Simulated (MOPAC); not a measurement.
MOPAC input (PM6):

```
PM6 FORCE THERMO(298,298) PRECISE LET CHARGE=-1 GEO-OK AUX(PRECISION=9) THREADS=1
C4H4N

C    -1.85574953 1   -0.24163836 1    0.15487321 1
C    -0.77037963 1   -1.05136710 1    0.19581042 1
C     0.58895281 1   -0.69867924 1    0.05807174 1
C     1.03482984 1    0.59201655 1   -0.14959712 1
N     1.45294148 1    1.67377193 1   -0.32655429 1
H    -1.77596356 1    0.81447109 1    0.00360520 1
H    -2.85451269 1   -0.59268337 1    0.26878619 1
H    -0.94147487 1   -2.12595692 1    0.35561039 1
H     1.33883884 1   -1.46850557 1    0.11544843 1
```

Output:

```
 *******************************************************************************
 **                                                                           **
 **                              MOPAC v23.2.5                                **
 **                                                                           **
 *******************************************************************************
 ** MOPAC's Digital Object Identifier: https://doi.org/10.5281/zenodo.6511958 **
 **                                                                           **
 ** Please cite the open-source release paper for use of this MOPAC version:  **
 ** J. E. Moussa and J. J. P. Stewart (2026)                                  **
 ** MOPAC: An open-source semiempirical molecular orbital program             **
 ** J. Open Source Softw., 11(119), 8025, https://doi.org/10.21105/joss.08025 **
 *******************************************************************************

                              PM6 CALCULATION RESULTS

 *******************************************************************************
 *  PM6        - The PM6 Hamiltonian to be used
 *  GEO-OK     - OVERRIDE INTERATOMIC DISTANCE AND OTHER SAFETY CHECKS
 *
 *
 *
 *                 CHARGE ON SYSTEM = -1
 *
 *
 *
 *  LET        - OVERRIDE SOME SAFETY CHECKS
 *  PRECISE    - TIGHTER CRITERIA TO BE USED
 *  FORCE      - FORCE CALCULATION SPECIFIED
 *  AUX        - OUTPUT AUXILIARY INFORMATION
 *  THERMO     - THERMODYNAMIC QUANTITIES TO BE CALCULATED
 *******************************************************************************
PM6 FORCE THERMO(298,298) PRECISE LET CHARGE=-1 GEO-OK AUX(PRECISION=9) THREADS=1
 C4H4N

   ATOM   CHEMICAL          X               Y               Z
  NUMBER   SYMBOL      (ANGSTROMS)     (ANGSTROMS)     (ANGSTROMS)

     1       C         -1.85574953  *  -0.24163836  *   0.15487321  *
     2       C         -0.77037963  *  -1.05136710  *   0.19581042  *
     3       C          0.58895281  *  -0.69867924  *   0.05807174  *
     4       C          1.03482984  *   0.59201655  *  -0.14959712  *
     5       N          1.45294148  *   1.67377193  *  -0.32655429  *
     6       H         -1.77596356  *   0.81447109  *   0.00360520  *
     7       H         -2.85451269  *  -0.59268337  *   0.26878619  *
     8       H         -0.94147487  *  -2.12595692  *   0.35561039  *
     9       H          1.33883884  *  -1.46850557  *   0.11544843  *

          CARTESIAN COORDINATES

    NO.       ATOM           X           Y           Z

     1         C         -1.8557     -0.2416      0.1549
     2         C         -0.7704     -1.0514      0.1958
     3         C          0.5890     -0.6987      0.0581
     4         C          1.0348      0.5920     -0.1496
     5         N          1.4529      1.6738     -0.3266
     6         H         -1.7760      0.8145      0.0036
     7         H         -2.8545     -0.5927      0.2688
     8         H         -0.9415     -2.1260      0.3556
     9         H          1.3388     -1.4685      0.1154
[...]
 FORCE CONSTANT      9.9189

 VIBRATION         17   11A'         ATOM PAIR     ENERGY CONTRIBUTION    RADIAL
 FREQUENCY          2297.48         C 4 -- N 5         +66.6% ( 97.8%)    100.0%
 TRANSITION DIPOLE   7.6070         C 3 -- C 4         +32.0% ( 67.8%)    100.0%
 TRAVEL (Ang.)       0.0675         C 3 -- H 9          +0.7% (  9.7%)     61.1%
 REDUCED MASS        6.4341         C 2 -- C 3          +0.5% (  8.2%)      1.1%
 EFFECTIVE MASS     12.6473
 FORCE CONSTANT     20.0099

 VIBRATION         18   12A'         ATOM PAIR     ENERGY CONTRIBUTION    RADIAL
 FREQUENCY          2718.77         C 2 -- H 8         +91.8% ( 96.9%)    100.0%
 TRANSITION DIPOLE   0.1087         C 1 -- H 6          +4.1% ( 20.6%)     99.0%
 TRAVEL (Ang.)       0.1734         C 1 -- H 7          +2.0% ( 14.4%)     99.0%
 REDUCED MASS        0.8251         C 1 -- C 2          +1.0% (  9.9%)     15.5%
 EFFECTIVE MASS      1.3549
 FORCE CONSTANT      3.5935

 VIBRATION         19   13A'         ATOM PAIR     ENERGY CONTRIBUTION    RADIAL
 FREQUENCY          2771.07         C 1 -- H 7         +47.6% ( 70.7%)     98.4%
 TRANSITION DIPOLE   0.4415         C 1 -- H 6         +46.0% ( 69.6%)     98.5%
 TRAVEL (Ang.)       0.2304         C 2 -- H 8          +5.1% ( 23.1%)    100.0%
 REDUCED MASS        0.4584         C 1 -- C 2          +1.0% ( 10.2%)      1.8%
 EFFECTIVE MASS      1.5135
 FORCE CONSTANT      2.0738

 VIBRATION         20   14A'         ATOM PAIR     ENERGY CONTRIBUTION    RADIAL
 FREQUENCY          2802.95         C 3 -- H 9         +95.5% ( 98.3%)    100.0%
 TRANSITION DIPOLE   0.8146         C 1 -- H 6          +1.6% ( 12.9%)     99.3%
 TRAVEL (Ang.)       0.1656         C 2 -- C 3          +0.8% (  9.1%)     21.1%
 REDUCED MASS        0.8770         C 3 -- C 4          +0.8% (  9.0%)     11.1%
 EFFECTIVE MASS      1.3638
 FORCE CONSTANT      4.0597

 VIBRATION         21   15A'         ATOM PAIR     ENERGY CONTRIBUTION    RADIAL
 FREQUENCY          2821.65         C 1 -- H 7         +49.0% ( 69.1%)     95.8%
 TRANSITION DIPOLE   0.7304         C 1 -- H 6         +47.5% ( 68.1%)     95.6%
 TRAVEL (Ang.)       0.2280         C 3 -- H 9          +2.4% ( 15.2%)     99.3%
 REDUCED MASS        0.4595         C 1 -- C 2          +0.8% (  8.9%)    100.0%
 EFFECTIVE MASS      1.2838
 FORCE CONSTANT      2.1557

      SYMMETRY NUMBER FOR POINT-GROUP Cs  =  1

          SYSTEM IS A GROUND STATE

 C4H4N

          MOLECULE IS NOT LINEAR

          THERE ARE 21 GENUINE VIBRATIONS IN THIS SYSTEM
          THIS THERMODYNAMICS CALCULATION IS LIMITED TO
          MOLECULES WHICH HAVE NO INTERNAL ROTATIONS

                    CALCULATED THERMODYNAMIC PROPERTIES
                                          *
   TEMP. (K)   PARTITION FUNCTION   H.O.F.    ENTHALPY  HEAT CAPACITY ENTROPY
                                   KCAL/MOL   CAL/MOLE    CAL/K/MOL  CAL/K/MOL

 298.00  VIB.     0.4326D+01                  1418.9262    11.1864     7.6722
         ROT.     0.7416D+05                   888.2803     2.9808    25.2652
         INT.     0.3208D+06                  2307.2065    14.1672    32.9374
         TRA.     0.5193D+27                  1480.4672     4.9680    38.4809
         TOT.                       14.854    3787.6737    19.1352    71.4183

   *: NOTE: HEATS OF FORMATION ARE RELATIVE TO THE
            ELEMENTS IN THEIR STANDARD STATE AT 298K
              (=  Standard Enthalpy of Formation).

            Hvib:  Zero-point energy is not included.
                   frequencies of less than zero cm-1 are not included.
            Hrot = (3/2)RT
            Htra = (3/2)RT + pV = (5/2)RT

            Heat capacity is Cp, not Cv

          For more information, see: HTTP://OpenMOPAC.net/Manual/thermochemistry.html

           FORCE CONSTANT IN CARTESIAN COORDINATES (Millidynes/A)

    ATOM   CHEMICAL       X               Y               Z
   NUMBER   SYMBOL  FORCE CONSTANT  FORCE CONSTANT  FORCE CONSTANT

      1       C       12.353614        6.751001        1.709380
      2       C       13.496589        8.674741        2.242096
      3       C        8.410270       11.723104        1.633325
      4       C        3.918583       22.844153        1.533194
      5       N        1.738796       17.240973        0.403640
      6       H        1.891402        3.190051        0.301918
      7       H        1.935943        3.131727        0.270399
      8       H        1.639003        3.458146        0.384253
      9       H        4.297255        0.943213        0.196061

 **********************
 *                    *
 * JOB ENDED NORMALLY *
 *                    *
 **********************

 == MOPAC DONE ==
```

The dipole moment of an ion depends on the origin.
